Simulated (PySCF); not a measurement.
PySCF 2.14 output of an unrestricted BHandHLYP calculation on a single atom or ion in x2c-TZVPPall with one added diffuse shell each of s, p, d, f type (12s8p8d4f1g, 113 functions), with scalar relativity by spin-free X2C-1e:

```
SCF conv_tol = 1e-09
number electrons alpha = 40  beta = 34
    A. D. Becke.,  J. Chem. Phys. 98, 1372 (1993)
    Defined through Gaussian implementation.
cycle= 1 E= -16143.2913068251  delta_E= -0.00989  |g|= 0.121  |ddm|= 0.219
cycle= 2 E= -16143.2912978418  delta_E= 8.98e-06  |g|= 0.111  |ddm|= 0.122
cycle= 3 E= -16143.2924908418  delta_E= -0.00119  |g|= 0.00886  |ddm|= 0.0545
cycle= 4 E= -16143.2925056251  delta_E= -1.48e-05  |g|= 0.00137  |ddm|= 0.0135
cycle= 5 E= -16143.2925063536  delta_E= -7.28e-07  |g|= 6.43e-05  |ddm|= 0.00201
cycle= 6 E= -16143.2925063622  delta_E= -8.61e-09  |g|= 9e-06  |ddm|= 0.000706
cycle= 7 E= -16143.2925063624  delta_E= -1.53e-10  |g|= 8.2e-07  |ddm|= 0.000106
converged SCF energy = -16143.2925063624  <S^2> = 12.002674  2S+1 = 7.0007639
```

The run itself started from symmetry-adapted Hartree-Fock orbitals and held the occupation by maximum overlap, on a logarithmic radial grid, so the iterations belong to that start.

Task: Which element, charge and spin multiplicity is this?

Result: W (tungsten, neutral), multiplicity 7; the state was [Xe] 4f14 5d5 6s1, high-spin 7S determinant (an excited configuration).

Spin-orbit coupling, which splits the p, d and f shells strongly at this Z, is absent.
